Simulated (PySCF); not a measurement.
ZrOCl2, singlet: molecular constants

Level of theory: PySCF, PBE0, basis Zr def2-TZVP with ECP28, O def2-TZVP, Cl def2-TZVP (scalar-relativistic core potentials, no spin–orbit coupling, density fitting).

The structure is a minimum.

Coordinates in bohr (charge 0 multiplicity 1):
```
Zr    0.0108   -0.6365    0.0000
O    -2.5503   -2.6480    0.0000
Cl    0.5684    1.4401    3.9361
Cl    0.5684    1.4401   -3.9361
```

| Item | Value |
| --- | --- |
| Point group | Cs |
| Bond lengths | Zr–Cl 2.373 Å (×2), Zr–O 1.723 Å |
| Bond angles | Cl–Zr–Cl 122.7°, Cl–Zr–O 112.6° (×2) |
| Rotational constants | 0.1433, 0.05428, 0.04072 cm⁻¹ |
| Lowest empty level | -3.46 eV |
| Principal quadrupole moments (Buckingham, traceless) about the centre of mass | -7.78, -7.68, 15.46 D Å |
| Atomisation energy without zero-point energy | 1707 kJ/mol |
| Rotational symmetry number | 1 |
| Highest occupied level | -9.05 eV |
| Dipole moment | 3.45 D |
| Principal polarisabilities | 41.8, 63.7, 75.9 bohr³ |
| Entropy at 298.15 K and 1 bar | 340.2 J/(mol K) |
| Enthalpy at 298.15 K above 0 K | 17.14 kJ/mol |
| Zero-point energy | 12.9 kJ/mol |
| Heat capacity Cp at 298.15 K | 71.3 J/(mol K) |

Harmonic modes (masses in u: Zr 89.905, O 15.995, Cl 34.969):
```csv
symmetry,ω (cm⁻¹),IR (km/mol),μ (u),type
a',60,42.6,35.77,bend
a',114,16.3,29.37,bend
a'',199,1.9,18.90,bend
a',370,33.5,37.96,stretch
a'',423,153,45.42,stretch
a',995,231,18.28,stretch
```

Charges (e):
```tsv
atom	Mulliken	Löwdin	polar tensor	Mayer order to Zr1
Zr1	1.38	0.25	2.24	–
O2	-0.55	-0.30	-0.92	2.12
Cl3,4	-0.42	0.02	-0.66	0.98
```

Mulliken populations on Zr1 (electrons outside its core potential): s 2.16, p 6.24, d 2.12, f 0.10.

Formally Zr is in oxidation state +4, d0. The polar-tensor charge on Zr, 2.24, is far below the formal one.

Stability towards spin polarisation was not tested. This need not be the most stable arrangement of these atoms.

The final relaxation and frequency run took 110 s on 4 threads of a shared Arm Neoverse N1 host, with 145 basis functions and 18 gradients; the process peaked at 1.5 GiB.
